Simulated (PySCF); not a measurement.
SMILES C=C1C(C=O)=C(F)/C1=C/F, C$_{7}$H$_{4}$F$_{2}$O

Molfile (atoms numbered from 1):
```
C7H4F2O
     RDKit          3D

 14 14  0  0  0  0  0  0  0  0999 V2000
   -0.6195    1.8659    0.1420 C   0  0  0  0  0  0  0  0  0  0  0  0
   -0.2150    0.6149    0.0476 C   0  0  0  0  0  0  0  0  0  0  0  0
    1.0836   -0.0823   -0.1808 C   0  0  0  0  0  0  0  0  0  0  0  0
    2.4477    0.3515   -0.3931 C   0  0  0  0  0  0  0  0  0  0  0  0
    2.8135    1.4998   -0.4256 O   0  0  0  0  0  0  0  0  0  0  0  0
    0.4581   -1.2934   -0.1076 C   0  0  0  0  0  0  0  0  0  0  0  0
    0.8600   -2.5487   -0.2035 F   0  0  0  0  0  0  0  0  0  0  0  0
   -0.8656   -0.7320    0.1228 C   0  0  0  0  0  0  0  0  0  0  0  0
   -2.0802   -1.2332    0.3108 C   0  0  0  0  0  0  0  0  0  0  0  0
   -3.1443   -0.4543    0.5038 F   0  0  0  0  0  0  0  0  0  0  0  0
   -1.6534    2.1090    0.3166 H   0  0  0  0  0  0  0  0  0  0  0  0
    0.0805    2.6776    0.0467 H   0  0  0  0  0  0  0  0  0  0  0  0
    3.1579   -0.4884   -0.5282 H   0  0  0  0  0  0  0  0  0  0  0  0
   -2.3239   -2.2870    0.3263 H   0  0  0  0  0  0  0  0  0  0  0  0
  1  2  2  0
  2  3  1  0
  3  4  1  0
  4  5  2  0
  3  6  2  0
  6  7  1  0
  6  8  1  0
  8  9  2  0
  9 10  1  0
  8  2  1  0
  1 11  1  0
  1 12  1  0
  4 13  1  0
  9 14  1  0
M  END
```

Method used: GIAO CAM-B3LYP/pcSseg-1 magnetisability, rotational g tensor and spin-rotation constants, non-relativistic, gas phase in PySCF. Geometry: GFN2-xTB.

**Question.** Give the nuclear spin-rotation constants along the inertial axes (H = +C I·J) beside the isotropic shieldings.

**Answer.** Rotational constants 2.1015, 0.9408, 0.6499 GHz. A star marks the isotopologue with that one atom substituted, in its own axes.
| atom | isotope | Caa (kHz) | Cbb (kHz) | Ccc (kHz) | mean (kHz) | σ (ppm) |
| --- | --- | --- | --- | --- | --- | --- |
| F7 | 19F | 3.926 | 1.306 | 0.167 | 1.800 | 266.2 |
| F10 | 19F | 3.240 | 1.149 | 0.052 | 1.480 | 305.8 |
| H11 | 1H | 0.085 | -0.045 | -0.077 | -0.012 | 26.0 |
| H12 | 1H | 0.059 | -0.031 | -0.073 | -0.015 | 25.7 |
| H13 | 1H | -0.072 | 0.069 | -0.056 | -0.020 | 21.6 |
| H14 | 1H | -0.103 | 0.043 | -0.071 | -0.044 | 24.5 |
| C1 | 13C* | 0.921 | 0.296 | 0.076 | 0.431 | 70.6 |
| C2 | 13C* | 1.054 | 0.327 | 0.093 | 0.491 | 45.0 |
| C3 | 13C* | 0.732 | 0.395 | 0.129 | 0.418 | 50.5 |
| C4 | 13C* | 1.081 | 0.439 | 0.142 | 0.554 | -2.8 |
| O5 | 17O* | -1.867 | -0.916 | 0.008 | -0.925 | -359.1 |
| C6 | 13C* | 0.911 | 0.448 | 0.165 | 0.508 | 5.4 |
| C8 | 13C* | 0.684 | 0.416 | 0.121 | 0.407 | 53.0 |
| C9 | 13C* | 0.714 | 0.442 | 0.159 | 0.439 | 28.7 |

For the geometry as given, no vibrational averaging.
